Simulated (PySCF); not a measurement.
All values below come from PySCF with PBE0-D3(BJ)/def2-TZVP. All species are isolated molecules in the gas phase. 

Reference species (SMILES): `[I][AlH]` (neutral, multiplicity 2).

The dipole moment is 1.34 D.

Changed species: `[I][Al][I]` (radical fragment; the reference has radical fragment).

### Question
What does the change do to the dipole moment?

### Answer
the dipole moment falls by 0.29 D, to 1.05 D.
